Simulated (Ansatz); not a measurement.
Consider the substitution at a C–Si bond: `C[SiH](S)CO` + `CB(O)F` → `COB(C)F` + `OC[SiH2]S`.

Calculated with Ansatz (gas phase, PBE0-D4/def2-TZVP geometries, no zero-point term in ΔE). CBS: MP2 limit from def2 TZ/QZ plus the TZ coupled-cluster correction, frozen cores. Functionals use def2-TZVPP. One conformer a species, not always the lowest.

```
             level  ΔE (eV)
         r2SCAN-D4     1.17
               PBE     1.15
SCS-MP2/def2-QZVPP     1.11
    CCSD/CBS(def2)     1.12
```

(1) What does CCSD(T)/CBS give? (An estimate is asked.)

Largest T1 diagnostic among the species: 0.012.

Results:

(1) Computed: +1.14 eV. The listed levels differ from it by 0.03, 0.01, -0.03, -0.02 eV.

In def2-TZVPP, CCSD(T) changes the Hartree–Fock value by +0.19 eV (the triples alone add +0.02 eV) and MP2 by +0.27 eV. The D4 term adds +0.03 eV with B3LYP and +0.02 eV with PBE0; it sums over pairs of atoms, weighted by their polarisabilities, and B3LYP, whose exchange is more repulsive, gets the larger term.

B3LYP here is the variant with VWN-RPA as its local correlation; programs differ in this.
